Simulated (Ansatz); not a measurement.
The lowest singlet and triplet of C3H4 (SMILES [CH]C=C); geometries from B3LYP-D3(BJ)/def2-TZVP, each state relaxed from the structure named, with no frequency check, low spin by broken symmetry.
Singlet (charge 0, multiplicity 1):
```xyz
7

C     -1.204     0.319    -0.360
C     -0.103    -0.373     0.046
C      1.140     0.171     0.307
H     -2.066    -0.027    -0.917
H     -0.222    -1.452     0.193
H      1.972    -0.454     0.597
H      1.319     1.229     0.172
```

A positive gap puts the triplet lower; no zero-point energy. R- takes a restricted singlet, here one determinant of a half-filled degenerate or near-degenerate pair, which mixes singlet states. U- takes an unrestricted singlet (broken symmetry where lower, unprojected). The triplet is unrestricted in single-reference levels.

Correlated levels freeze the cores.

Programs: Ansatz (Gaussian orbitals). Values without a source in brackets are computed.

```json
[
 {"level": "U-SVWN5/def2-TZVPP (spin-contaminated)", "gap E(singlet) − E(triplet), vertical, at the singlet's geometry (kJ/mol)": "22.6"},
 {"level": "R-r2SCAN/def2-TZVPP", "gap E(singlet) − E(triplet), vertical, at the singlet's geometry (kJ/mol)": "105.5"},
 {"level": "U-r2SCAN/def2-TZVPP (spin-contaminated)", "gap E(singlet) − E(triplet), vertical, at the singlet's geometry (kJ/mol)": "23.2"},
 {"level": "R-PBE0/def2-TZVPP", "gap E(singlet) − E(triplet), vertical, at the singlet's geometry (kJ/mol)": "92.7"},
 {"level": "U-BHLYP/def2-TZVPP (spin-contaminated)", "gap E(singlet) − E(triplet), vertical, at the singlet's geometry (kJ/mol)": "23.7"},
 {"level": "R-wB97M-V/def2-TZVPP", "gap E(singlet) − E(triplet), vertical, at the singlet's geometry (kJ/mol)": "65.5"},
 {"level": "R-B2PLYP/def2-TZVPP", "gap E(singlet) − E(triplet), vertical, at the singlet's geometry (kJ/mol)": "?"},
 {"level": "R-CCSD/cc-pVDZ", "gap E(singlet) − E(triplet), vertical, at the singlet's geometry (kJ/mol)": "?"},
 {"level": "R-CCSD(T)/cc-pVDZ", "gap E(singlet) − E(triplet), vertical, at the singlet's geometry (kJ/mol)": "64.6"}
]
```

What belongs in the gaps?


- R-B2PLYP/def2-TZVPP, gap E(singlet) − E(triplet), vertical, at the singlet's geometry (kJ/mol): 68.3
- R-CCSD/cc-pVDZ, gap E(singlet) − E(triplet), vertical, at the singlet's geometry (kJ/mol): 86.9

Doubts at one or more of the structures used: a restricted determinant that unrestricted orbitals would lower (R-r2SCAN/def2-TZVPP, R-PBE0/def2-TZVPP, R-wB97M-V/def2-TZVPP, R-B2PLYP/def2-TZVPP, R-CCSD/cc-pVDZ, R-CCSD(T)/cc-pVDZ); T1 above 0.05 (R-CCSD/cc-pVDZ, R-CCSD(T)/cc-pVDZ); a spin-contaminated determinant (R-CCSD/cc-pVDZ, R-CCSD(T)/cc-pVDZ).

Ansatz is a first-principles code.
